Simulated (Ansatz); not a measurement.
`F[Si]([SiH3])([SiH3])Cl` + `[OH][MgH]` → `[MgH][O][SiH3]` + `F[SiH]([SiH3])Cl` at 500 K and 1 bar (cleavage of the Si–Si bond).

Isolated molecules relaxed with PBE0-D4/def2-TZVP in Ansatz; ΔE leaves out vibrations. CCSD(T)/CBS adds triple-zeta CCSD(T) − MP2 to the extrapolated MP2 energy (def2 sets, frozen cores). For Mg outer-core shells are correlated without core-valence functions, which leaves a few kJ/mol of doubt a bond.

| species | CCSD(T)/CBS energy (Eh) | H − E (kJ/mol) | S (J/(mol·K)) |
| --- | --- | --- | --- |
| `F[Si]([SiH3])([SiH3])Cl` | -1430.51902 | 204.2 | 490.6 |
| `[OH][MgH]` | -276.29839 | 72.2 | 285.7 |
| `[MgH][O][SiH3]` | -566.62487 | 126.3 | 350.0 |
| `F[SiH]([SiH3])Cl` | -1140.23962 | 143.6 | 402.4 |

H − E and S are ideal-gas, rigid-rotor, harmonic terms from PBE0-D4/def2-TZVP, for one conformer and one mirror image of each species. 1 Eh = 2625.50 kJ/mol, R = 8.31446 J/(mol·K).

By hand: ΔE, ΔH, ΔS and ΔG.

ΔE = (-566.62487) + (-1140.23962) − (-1430.51902) − (-276.29839) = -0.04708 Eh = -123.6 kJ/mol. Δ(H − E) = 126.3 + 143.6 − 204.2 − 72.2 = -6.5, so ΔH = -130.1 kJ/mol. ΔS = 350.0 + 402.4 − 490.6 − 285.7 = -23.9 J/(mol·K). ΔG = -130.1 − 500 × (-23.9)/1000 = -118.1 kJ/mol.

By hand: the equilibrium constant, and the temperature at which ΔG would vanish if ΔH and ΔS stayed fixed.

log₁₀ K = −ΔG/(RT ln 10) = 12.3. ΔG = 0 at ΔH/ΔS = 5444 K, far beyond where these terms or the molecules hold.

ΔH outweighs TΔS. A doubt of 5 kJ/mol in ΔE shifts log₁₀ K by 0.5 here. Other conformers and mirror images would add mixing entropy, several J/(mol·K) or more a flexible species. These are equilibria of isolated gas molecules and say nothing of rates. Largest T1 diagnostic: 0.013 (customary marks: 0.02 for closed shells, 0.045 for open ones).
